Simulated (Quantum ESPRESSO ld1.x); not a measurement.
Question: The mean radii <r> (bohr) of the occupied orbitals of an atom or ion are listed with their occupations. Method: Dirac Kohn-Sham, BLYP, spin-unpolarised, spherical densities, point nucleus; computed with ld1.x of Quantum ESPRESSO 7.5.

orbital      occ.      <r>
1s1/2           2  0.02905
2s1/2           2   0.1251
2p1/2           2   0.1058
2p3/2           4   0.1112
3s1/2           2   0.3392
3p1/2           2   0.3299
3p3/2           4   0.3412
3d3/2           4   0.3126
3d5/2           6   0.3161
4s1/2           2   0.8183
4p1/2           2   0.8654
4p3/2           4   0.8953
4d3/2           4    1.089
4d5/2           6    1.104
5s1/2           2    2.308
5p1/2    0.333333    2.839
5p3/2    0.666667    2.949
5f5/2    0.428571    28.96
5f7/2    0.571429    28.96

Name the element and its charge. Open shells, if any, are shared by 2j + 1.

Answer: Z = 50, tin, charge 0: Sn in [Kr] 4d10 5s2 5p1 5f1. The 1s radius gives Z: for a bare nucleus <r> = (2 gamma + 1)/(2Z) with gamma = sqrt(1 - (Z/c)^2), 0.02862 bohr for Z = 50, and screening makes it slightly larger (0.02905 here). The occupations add up to 50, and the charge is Z minus that.
